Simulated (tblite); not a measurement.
Species: C₆H₁₄AlNO₂.
Cartesian coordinates in Å at the GFN2-xTB level; atoms count from 1:
```
atom  x, y, z in Å
C1     1.3981   -0.3183    1.1361
N2     0.7175   -0.0139   -0.1175
C3     1.3641   -0.6915   -1.2325
Al4    0.7139    2.0486   -0.3109
C5    -1.0312    2.0461    0.7174
C6    -1.3990    0.5721    0.9803
C7    -0.7070   -0.2951   -0.0644
O8    -0.9480   -1.6850    0.2224
C9    -1.3740   -2.4664   -0.7565
O10   -1.5754   -2.1606   -1.8921
H11    1.1236    0.4307    1.8802
H12    2.4720   -0.2458    0.9749
H13    1.1479   -1.3174    1.4995
H14    1.4356   -1.7717   -1.0715
H15    0.8043   -0.5024   -2.1474
H16    2.3655   -0.2783   -1.3530
H17    2.1220    2.3519    0.2777
H18    0.5332    2.1555   -1.8604
H19   -1.2035    2.6145    1.6383
H20   -1.7744    2.4501    0.0072
H21   -2.4757    0.3927    0.9132
H22   -1.0806    0.2516    1.9730
H23   -1.1171   -0.0660   -1.0575
H24   -1.5235   -3.4814   -0.3488
```

Method: GFN2-xTB as coded in tblite; computed harmonic values from a numerical Hessian at the method's own geometry, unscaled. The method is semi-empirical: single wavenumbers can be off by several per cent or more. Modes of hydrogen on aluminium can be 10 to 20 % off. One conformer, not necessarily the lowest.

Harmonic wavenumbers (cm⁻¹): 43.0, 66.7, 115.8, 146.6, 186.1, 193.3, 194.0, 233.7, 242.3, 277.5, 302.3, 328.4, 349.3, 427.2, 443.2, 458.8, 515.9, 541.1, 600.7, 613.4, 668.2, 733.5, 771.6, 828.6, 930.8, 939.3, 952.3, 985.6, 1025.9, 1034.6, 1069.0, 1078.5, 1116.5, 1139.9, 1167.0, 1176.5, 1216.5, 1240.9, 1252.7, 1272.6, 1307.3, 1333.7, 1355.0, 1399.8, 1422.3, 1456.9, 1461.9, 1466.3, 1475.8, 1481.6, 1507.4, 1693.6, 1731.5, 1796.1, 2821.9, 2830.4, 2897.7, 2926.6, 2949.3, 2949.7, 2976.3, 2986.5, 2995.4, 3003.0, 3020.9, 3026.2.

A = 1765, B = 862.4, C = 763.1 MHz; mass 159.084 u (most abundant isotopes); point group C1, symmetry number 1.

Task: Zero-point energy?

Result: ½Σν̃ = 41576 cm⁻¹ = 118.87 kcal/mol.

Task: What is S at 298.15 K and 1 bar for an ideal gas of classical rigid rotors and harmonic oscillators?

Result: Translation 41.13, rotation 30.00, vibration 37.77: S = 108.9 cal/(mol K).

Task: And Cp and H(298.15 K) − H(0)?

Result: Cp = 48.84 cal/(mol K), of which vibrations give 40.89 (their classical limit is 66 R = 131.2); H(298.15 K) − H(0) = 8.51 kcal/mol without the zero-point energy, 6.14 from vibrations.

Task: How do the functions run with temperature in this model?

Result: 
| T (K) | S (cal/(mol K)) | Cp (cal/(mol K)) | H − H(0) (kcal/mol) | G − H(0) (kcal/mol) | ln q(vib) |
| --- | --- | --- | --- | --- | --- |
| 50 | 60.3 | 13.6 | 0.51 | -2.51 | 0.57 |
| 100 | 72.3 | 22.0 | 1.40 | -5.83 | 1.91 |
| 373.15 | 120.9 | 58.3 | 12.53 | -32.58 | 11.25 |
| 500 | 140.0 | 72.4 | 20.85 | -49.14 | 15.60 |
| 750 | 173.4 | 92.5 | 41.65 | -88.43 | 23.85 |
| 1000 | 202.0 | 105.5 | 66.51 | -135.45 | 31.52 |

q(vib) and H(0) count from the zero-point level.

Task: Which modes carry the vibrational entropy at 298.15 K?

Result: 43.0 cm⁻¹: 5.12; 66.7 cm⁻¹: 4.25; 115.8 cm⁻¹: 3.17; 146.6 cm⁻¹: 2.72; 186.1 cm⁻¹: 2.27; 193.3 cm⁻¹: 2.20 cal/(mol K); the other 60 give 18.06 together.

Task: What must be added to the electronic energy to get the Gibbs energy at 298.15 K and 1 bar?

Result: ZPE + [H(298.15 K) − H(0)] − T·S = 118.87 + 8.51 − 32.47 = 94.91 kcal/mol.

Task: Blend soft modes into free rotors: weight 1/[1 + (100 cm⁻¹/ν̃)⁴] for the oscillator and the rest for a rotor with moment μB/(μ + B), μ = h/(8π²ν), B = 10⁻⁴⁴ kg m². What vibrational entropy results?

Result: 35.39 cal/(mol K) in place of 37.77, which changes −T·S at 298.15 K by +0.71 kcal/mol.

Hindered rotation and anharmonicity are outside this model. Other conformers, if any are populated, would add a mixing term that is left out. The structure is chiral; the term R ln 2 for an equal mix with its mirror image is left out.
